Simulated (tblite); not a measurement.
A geometry optimisation, step by step.

Species: C8H5ClN2.
Bonds: Cl1–C2, C2–C3 (aromatic), C3–C4 (aromatic), C4–C5 (aromatic), C5–C6 (aromatic), C6–N7 (aromatic), N7–C8 (aromatic), C8–C9 (aromatic), C9–N10 (aromatic), N10–C11 (aromatic), C2–C11 (aromatic), C6–C11 (aromatic). Hydrogens: H12 on C3; H13 on C4; H14 on C5; H15 on C8; H16 on C9.

Computed with GFN2-xTB (tblite), gas phase: L-BFGS steps from a force-field or distance-geometry start until the largest atomic force falls under 0.01 eV/Å. 13 of its 22 geometries are shown.

Step 0: E = -817.7956 eV, largest atomic force 2.471 eV/Å
```
atom  x, y, z in Å  |  force x, y, z in eV/Å
Cl1     0.999    3.100   -0.398   -0.222  -0.165   0.013
C2      0.972    1.385   -0.201    1.602  -0.077   0.068
C3      2.224    0.728   -0.142   -1.523   1.188  -0.214
C4      2.260   -0.637    0.009   -0.922  -1.430   0.368
C5      1.067   -1.358    0.140    1.579  -0.165  -0.170
C6     -0.173   -0.723    0.086    0.061  -0.553   0.091
N7     -1.277   -1.476    0.204   -1.667   0.821  -0.001
C8     -2.455   -0.827    0.165    1.192  -2.117   0.137
C9     -2.538    0.529    0.001    1.046   2.230  -0.202
N10    -1.448    1.304   -0.116   -0.509  -0.940   0.071
C11    -0.238    0.682   -0.079   -0.866   0.748  -0.083
H12     3.135    1.294   -0.235   -0.055   0.118  -0.006
H13     3.209   -1.164    0.065   -0.233   0.146  -0.056
H14     1.103   -2.438    0.258   -0.115   0.249   0.005
H15    -3.350   -1.440    0.259    0.269   0.049  -0.005
H16    -3.498    1.049   -0.025    0.364  -0.101  -0.017
```

Step 2: E = -817.9698 eV, largest atomic force 0.253 eV/Å
```
atom  x, y, z in Å  |  force x, y, z in eV/Å
Cl1     0.994    3.098   -0.398   -0.182   0.014  -0.006
C2      0.990    1.388   -0.200   -0.084   0.083   0.049
C3      2.204    0.740   -0.146   -0.130  -0.077  -0.041
C4      2.248   -0.653    0.015   -0.143   0.007   0.099
C5      1.086   -1.366    0.137   -0.007  -0.050  -0.075
C6     -0.171   -0.727    0.087    0.079  -0.141   0.028
N7     -1.295   -1.469    0.204   -0.044   0.074   0.017
C8     -2.444   -0.847    0.165    0.146   0.118  -0.056
C9     -2.523    0.554    0.000    0.171  -0.011   0.044
N10    -1.453    1.297   -0.116    0.175   0.070  -0.040
C11    -0.245    0.687   -0.080    0.090   0.005  -0.012
H12     3.131    1.296   -0.235   -0.252  -0.023   0.010
H13     3.204   -1.161    0.064   -0.113   0.105  -0.039
H14     1.101   -2.434    0.258   -0.044  -0.157   0.040
H15    -3.345   -1.440    0.259    0.106  -0.059   0.006
H16    -3.490    1.048   -0.026    0.232   0.043  -0.022
```

Step 4: E = -817.9929 eV, largest atomic force 0.295 eV/Å
```
atom  x, y, z in Å  |  force x, y, z in eV/Å
Cl1     0.976    3.099   -0.399   -0.141   0.060  -0.005
C2      0.984    1.395   -0.195    0.028  -0.099  -0.018
C3      2.189    0.734   -0.149   -0.099   0.161   0.044
C4      2.237   -0.652    0.024   -0.131  -0.145  -0.045
C5      1.084   -1.379    0.132    0.036  -0.041   0.058
C6     -0.165   -0.734    0.089   -0.083   0.050  -0.027
N7     -1.293   -1.467    0.206   -0.028   0.004  -0.024
C8     -2.437   -0.837    0.160    0.145  -0.246   0.073
C9     -2.506    0.557    0.003    0.052   0.241  -0.075
N10    -1.438    1.303   -0.120    0.103  -0.134   0.037
C11    -0.236    0.683   -0.080   -0.093   0.001   0.019
H12     3.107    1.294   -0.234   -0.013   0.035  -0.015
H13     3.192   -1.150    0.060    0.056   0.021   0.001
H14     1.097   -2.447    0.262   -0.014  -0.104   0.009
H15    -3.332   -1.444    0.259    0.107   0.082  -0.020
H16    -3.467    1.053   -0.028    0.074   0.112  -0.012
```

Step 5: E = -817.9974 eV, largest atomic force 0.146 eV/Å
```
atom  x, y, z in Å  |  force x, y, z in eV/Å
Cl1     0.968    3.101   -0.399   -0.129   0.040  -0.001
C2      0.982    1.397   -0.194    0.042  -0.069  -0.037
C3      2.183    0.734   -0.150   -0.056   0.084   0.069
C4      2.232   -0.653    0.026    0.011  -0.061  -0.087
C5      1.083   -1.384    0.131   -0.064  -0.054   0.086
C6     -0.164   -0.735    0.089   -0.054  -0.008  -0.024
N7     -1.293   -1.466    0.206    0.074  -0.051  -0.027
C8     -2.433   -0.837    0.160    0.039  -0.099   0.068
C9     -2.500    0.561    0.003    0.054   0.114  -0.073
N10    -1.431    1.304   -0.120   -0.030  -0.103   0.045
C11    -0.235    0.681   -0.080   -0.058  -0.024   0.024
H12     3.099    1.294   -0.234    0.059   0.051  -0.019
H13     3.190   -1.147    0.059    0.056   0.013   0.009
H14     1.095   -2.452    0.263   -0.010  -0.059  -0.003
H15    -3.326   -1.445    0.259    0.062   0.085  -0.019
H16    -3.459    1.056   -0.029    0.007   0.141  -0.012
```

Step 7: E = -818.0019 eV, largest atomic force 0.108 eV/Å
```
atom  x, y, z in Å  |  force x, y, z in eV/Å
Cl1     0.953    3.104   -0.399   -0.104  -0.028   0.006
C2      0.979    1.396   -0.195   -0.001   0.010  -0.017
C3      2.179    0.736   -0.147    0.058  -0.036   0.030
C4      2.227   -0.656    0.023    0.063   0.028  -0.048
C5      1.081   -1.390    0.134    0.014  -0.007   0.036
C6     -0.165   -0.737    0.088    0.046  -0.052   0.002
N7     -1.290   -1.469    0.206    0.006  -0.053  -0.006
C8     -2.428   -0.837    0.162   -0.025   0.090   0.001
C9     -2.494    0.564    0.000   -0.046  -0.093  -0.003
N10    -1.425    1.303   -0.119   -0.052   0.026   0.009
C11    -0.234    0.677   -0.079    0.023  -0.038   0.011
H12     3.094    1.296   -0.235    0.046   0.019  -0.006
H13     3.190   -1.143    0.058    0.020   0.007   0.004
H14     1.093   -2.460    0.264   -0.011   0.001  -0.006
H15    -3.319   -1.441    0.258   -0.035   0.030  -0.001
H16    -3.450    1.067   -0.030   -0.002   0.096  -0.013
```

Step 9: E = -818.0042 eV, largest atomic force 0.090 eV/Å
```
atom  x, y, z in Å  |  force x, y, z in eV/Å
Cl1     0.940    3.103   -0.399   -0.073  -0.052   0.006
C2      0.979    1.395   -0.196    0.013  -0.015   0.024
C3      2.180    0.736   -0.143    0.016  -0.002  -0.037
C4      2.228   -0.657    0.019    0.043   0.029   0.033
C5      1.083   -1.393    0.137    0.048   0.020  -0.033
C6     -0.163   -0.741    0.088    0.030  -0.024   0.022
N7     -1.289   -1.473    0.205   -0.038   0.029   0.011
C8     -2.426   -0.836    0.164   -0.041   0.027  -0.037
C9     -2.495    0.564   -0.002   -0.002  -0.002   0.030
N10    -1.425    1.301   -0.118    0.011  -0.004  -0.013
C11    -0.234    0.674   -0.078    0.016  -0.023  -0.005
H12     3.096    1.298   -0.236    0.007  -0.012   0.009
H13     3.192   -1.141    0.058    0.012  -0.003  -0.009
H14     1.092   -2.464    0.264    0.010   0.019   0.000
H15    -3.318   -1.437    0.257   -0.062  -0.006   0.009
H16    -3.447    1.077   -0.032    0.011   0.017  -0.009
```

Step 10: E = -818.0050 eV, largest atomic force 0.070 eV/Å
```
atom  x, y, z in Å  |  force x, y, z in eV/Å
Cl1     0.933    3.101   -0.399   -0.055  -0.042   0.005
C2      0.979    1.394   -0.196    0.009  -0.032   0.029
C3      2.181    0.736   -0.143   -0.006   0.022  -0.047
C4      2.230   -0.657    0.018    0.016   0.008   0.050
C5      1.085   -1.393    0.138    0.027   0.020  -0.043
C6     -0.162   -0.743    0.088   -0.010   0.003   0.020
N7     -1.290   -1.473    0.204   -0.032   0.050   0.011
C8     -2.426   -0.835    0.163   -0.034  -0.025  -0.030
C9     -2.496    0.564   -0.002    0.028   0.060   0.022
N10    -1.425    1.301   -0.118    0.039  -0.033  -0.012
C11    -0.233    0.673   -0.077    0.005  -0.018  -0.005
H12     3.097    1.299   -0.236    0.003  -0.011   0.009
H13     3.194   -1.140    0.058    0.023  -0.007  -0.012
H14     1.091   -2.464    0.264    0.028   0.021   0.002
H15    -3.320   -1.435    0.257   -0.050  -0.006   0.007
H16    -3.445    1.082   -0.033    0.010  -0.009  -0.006
```

Step 12: E = -818.0066 eV, largest atomic force 0.076 eV/Å
```
atom  x, y, z in Å  |  force x, y, z in eV/Å
Cl1     0.915    3.096   -0.398   -0.016  -0.004   0.001
C2      0.979    1.391   -0.195    0.008  -0.028   0.009
C3      2.183    0.737   -0.145   -0.016   0.020  -0.016
C4      2.234   -0.655    0.019   -0.025  -0.026   0.027
C5      1.089   -1.394    0.137   -0.033   0.009  -0.016
C6     -0.161   -0.747    0.090   -0.049   0.020   0.000
N7     -1.292   -1.472    0.205   -0.013   0.016   0.005
C8     -2.429   -0.833    0.161   -0.008  -0.035   0.007
C9     -2.496    0.566   -0.001    0.042   0.062  -0.011
N10    -1.422    1.298   -0.118    0.034  -0.027   0.001
C11    -0.232    0.668   -0.077   -0.004  -0.006   0.004
H12     3.099    1.300   -0.236    0.008   0.006   0.001
H13     3.197   -1.139    0.057    0.022  -0.003  -0.008
H14     1.093   -2.465    0.264    0.056   0.015   0.000
H15    -3.325   -1.432    0.257   -0.006   0.010  -0.005
H16    -3.441    1.091   -0.035    0.000  -0.028   0.003
```

Step 14: E = -818.0071 eV, largest atomic force 0.041 eV/Å
```
atom  x, y, z in Å  |  force x, y, z in eV/Å
Cl1     0.909    3.094   -0.398   -0.004   0.002   0.001
C2      0.979    1.389   -0.194    0.001   0.002  -0.008
C3      2.184    0.737   -0.146    0.015  -0.013   0.012
C4      2.234   -0.656    0.021   -0.014  -0.004  -0.008
C5      1.088   -1.393    0.136   -0.012   0.001   0.007
C6     -0.162   -0.748    0.091   -0.016  -0.011  -0.005
N7     -1.294   -1.472    0.205   -0.007  -0.020   0.002
C8     -2.430   -0.833    0.161   -0.002   0.018   0.014
C9     -2.494    0.568    0.000    0.006  -0.010  -0.013
N10    -1.419    1.298   -0.118   -0.005   0.017   0.004
C11    -0.231    0.666   -0.076    0.005   0.001   0.005
H12     3.099    1.300   -0.235    0.002   0.004  -0.003
H13     3.199   -1.139    0.056   -0.011   0.003  -0.001
H14     1.096   -2.464    0.264    0.041   0.002  -0.002
H15    -3.327   -1.431    0.257    0.000   0.018  -0.008
H16    -3.440    1.092   -0.035    0.000  -0.013   0.002
```

Step 16: E = -818.0073 eV, largest atomic force 0.022 eV/Å
```
atom  x, y, z in Å  |  force x, y, z in eV/Å
Cl1     0.907    3.093   -0.397    0.003  -0.003   0.001
C2      0.979    1.389   -0.194   -0.008   0.009  -0.003
C3      2.184    0.737   -0.146    0.009  -0.004   0.009
C4      2.233   -0.656    0.021   -0.002   0.014  -0.012
C5      1.087   -1.393    0.136    0.020  -0.002   0.006
C6     -0.163   -0.748    0.090    0.013  -0.017   0.001
N7     -1.296   -1.473    0.206    0.002  -0.010   0.003
C8     -2.431   -0.832    0.162   -0.001   0.018  -0.001
C9     -2.493    0.569   -0.001   -0.005  -0.015   0.002
N10    -1.418    1.298   -0.118   -0.014   0.013   0.000
C11    -0.230    0.665   -0.076    0.003  -0.001   0.000
H12     3.100    1.301   -0.236   -0.003  -0.005  -0.002
H13     3.199   -1.139    0.056   -0.022  -0.002   0.001
H14     1.101   -2.463    0.264    0.017  -0.010   0.000
H15    -3.328   -1.430    0.257   -0.009   0.015  -0.003
H16    -3.439    1.091   -0.035   -0.002   0.000  -0.002
```

Step 18: E = -818.0074 eV, largest atomic force 0.016 eV/Å
```
atom  x, y, z in Å  |  force x, y, z in eV/Å
Cl1     0.905    3.093   -0.397    0.006   0.000   0.000
C2      0.979    1.388   -0.194   -0.009   0.001   0.004
C3      2.185    0.737   -0.145   -0.010   0.012  -0.003
C4      2.233   -0.656    0.021   -0.002   0.005  -0.001
C5      1.087   -1.393    0.137    0.011  -0.003  -0.001
C6     -0.164   -0.750    0.091    0.008  -0.001   0.005
N7     -1.296   -1.474    0.206    0.007   0.006   0.002
C8     -2.431   -0.831    0.162    0.002  -0.007  -0.006
C9     -2.493    0.569   -0.002    0.001   0.008   0.006
N10    -1.418    1.299   -0.118    0.000  -0.011  -0.001
C11    -0.230    0.665   -0.076   -0.003  -0.005  -0.002
H12     3.100    1.301   -0.236   -0.001  -0.003   0.000
H13     3.198   -1.139    0.056   -0.006  -0.006   0.000
H14     1.104   -2.464    0.264    0.007  -0.009   0.001
H15    -3.329   -1.427    0.256   -0.007   0.010   0.000
H16    -3.439    1.091   -0.035   -0.004   0.002  -0.003
```

Step 19: E = -818.0074 eV, largest atomic force 0.016 eV/Å
```
atom  x, y, z in Å  |  force x, y, z in eV/Å
Cl1     0.905    3.093   -0.397    0.005   0.004   0.000
C2      0.979    1.388   -0.194   -0.005   0.000   0.004
C3      2.185    0.737   -0.145   -0.012   0.010  -0.005
C4      2.233   -0.655    0.020   -0.001   0.000   0.003
C5      1.088   -1.394    0.137    0.000  -0.004  -0.002
C6     -0.163   -0.750    0.091    0.001   0.004   0.005
N7     -1.296   -1.474    0.206    0.004   0.007   0.001
C8     -2.431   -0.831    0.162    0.003  -0.011  -0.004
C9     -2.493    0.569   -0.002    0.001   0.010   0.004
N10    -1.418    1.299   -0.118    0.005  -0.014   0.000
C11    -0.230    0.664   -0.075   -0.003  -0.005  -0.001
H12     3.100    1.301   -0.236    0.000   0.000   0.000
H13     3.197   -1.139    0.055    0.002  -0.005  -0.001
H14     1.105   -2.464    0.264    0.005  -0.004   0.000
H15    -3.329   -1.427    0.256   -0.004   0.007   0.000
H16    -3.439    1.091   -0.035   -0.003   0.001  -0.003
```

Step 21: E = -818.0074 eV, largest atomic force 0.005 eV/Å
```
atom  x, y, z in Å  |  force x, y, z in eV/Å
Cl1     0.905    3.093   -0.397    0.002   0.004   0.000
C2      0.979    1.388   -0.194    0.001   0.001   0.001
C3      2.184    0.738   -0.145   -0.001  -0.002  -0.002
C4      2.233   -0.655    0.020    0.000  -0.003   0.002
C5      1.088   -1.394    0.137   -0.003  -0.001   0.000
C6     -0.163   -0.750    0.091   -0.002   0.001   0.002
N7     -1.296   -1.474    0.207   -0.001   0.000   0.001
C8     -2.431   -0.831    0.162    0.000  -0.001   0.000
C9     -2.493    0.569   -0.001   -0.001  -0.001  -0.001
N10    -1.417    1.298   -0.118    0.001  -0.004   0.000
C11    -0.230    0.664   -0.076    0.001   0.000   0.001
H12     3.100    1.301   -0.236   -0.003   0.002   0.000
H13     3.197   -1.139    0.055    0.005   0.000  -0.002
H14     1.106   -2.465    0.264    0.002   0.001   0.000
H15    -3.330   -1.426    0.256    0.000   0.002   0.000
H16    -3.439    1.091   -0.036    0.000   0.002  -0.002
```

Q: Summarise the path.

A: The energy falls by 20.44 kJ/mol from step 0 to step 21; nine tenths of that is first reached at step 4. It falls at every step. The largest force goes from 2.471 to 0.005 eV/Å. Among the bonds C2–C3 changes most, from 1.416 to 1.371 Å; the atoms move by 0.043 Å rms after alignment.

Q: Follow the three bonds and two angles with the largest change from start to end.

A: 
```
step  E above end (kJ/mol)  largest force (eV/Å)  C2–C3 (Å)  C8–C9 (Å)  N7–C8 (Å)  Cl1–C2–C3 (°)  C4–C5–H14 (°)
   0                 20.44                 2.471      1.416      1.369      1.345          116.9          119.5
   1                  6.56                 1.234      1.368      1.431      1.289          117.9          120.9
   2                  3.63                 0.253      1.377      1.413      1.306          118.0          121.1
   3                  3.00                 0.251      1.378      1.409      1.306          118.2          121.2
   4                  1.41                 0.295      1.375      1.405      1.307          119.0          121.8
   5                  0.97                 0.146      1.373      1.408      1.304          119.3          122.1
   6                  0.71                 0.124      1.370      1.410      1.303          119.6          122.2
   7                  0.54                 0.108      1.370      1.412      1.302          119.7          122.3
   8                  0.40                 0.102      1.370      1.412      1.303          119.9          122.4
   9                  0.32                 0.090      1.371      1.411      1.304          120.1          122.5
  10                  0.24                 0.070      1.372      1.410      1.304          120.3          122.7
  11                  0.15                 0.095      1.372      1.409      1.305          120.5          122.8
  12                  0.08                 0.076      1.372      1.410      1.305          120.7          122.9
  13                  0.05                 0.053      1.371      1.411      1.305          120.7          122.8
  14                  0.04                 0.041      1.371      1.411      1.304          120.8          122.7
  15                  0.03                 0.029      1.371      1.411      1.304          120.8          122.5
  16                  0.02                 0.022      1.371      1.411      1.304          120.9          122.3
  17                  0.01                 0.018      1.371      1.411      1.305          120.9          122.2
  18                  0.01                 0.016      1.371      1.411      1.305          120.9          122.2
  19                  0.00                 0.016      1.371      1.410      1.305          120.9          122.2
  20                  0.00                 0.010      1.371      1.411      1.305          120.9          122.2
  21                  0.00                 0.005      1.371      1.411      1.305          120.9          122.2
```

The cost below is that of the whole relaxation. On one thread, Arm Neoverse N1 (aarch64), no GPU, shared host, this took 0.29 s.
